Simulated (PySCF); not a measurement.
Harmonic spectrum computed at PBE0 in the def2-TZVP basis family (core potentials from Rb on, PySCF, no spin–orbit coupling):

```tsv
symmetry	ω (cm⁻¹)	IR (km/mol)
a1	237	651
b2	1254	886
a1	1329	36.0
```

Q: Which molecule gave it? In each, all ligands are bound to the one heavy central atom.
A. CaH₂ (singlet)
B. IH₂ (doublet)
C. SbH₂ (doublet)
D. ScH₂ (doublet)
E. SrH₂ (singlet)

A: A. It has C2v symmetry with Ca–H 2.027 Å (×2).
